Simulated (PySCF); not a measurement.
Computed IR spectrum (relative IR intensity) of a molecule C4H5Br. Coordinates come from a PBE0-D3(BJ)/def2-SVP optimisation. The values are those of a single conformer. All values below come from PBE0-D3(BJ)/def2-SVP (PySCF). Frequencies are harmonic and unscaled.

Lines under 2 % of the strongest are left out, and lines within 2 cm⁻¹ are merged.

| ν (cm⁻¹) | relative intensity |
|---|---|
| 409 | 20 |
| 484 | 6.9 |
| 586 | 28 |
| 902 | 8.2 |
| 909 | 83 |
| 952 | 78 |
| 1011 | 26 |
| 1019 | 13 |
| 1230 | 100 |
| 1382 | 29 |
| 1426 | 3.2 |
| 1672 | 61 |
| 1736 | 9.9 |
| 3171 | 2.4 |
| 3177 | 3.2 |
| 3183 | 6.4 |
| 3284 | 2.3 |

Problem. Identify the compound among the candidates.
(A) C=C=CCBr
(B) C=C/C=C/Br
(C) C=CC(=C)Br
(D) CC=C=CBr

Solution. C, C=CC(=C)Br
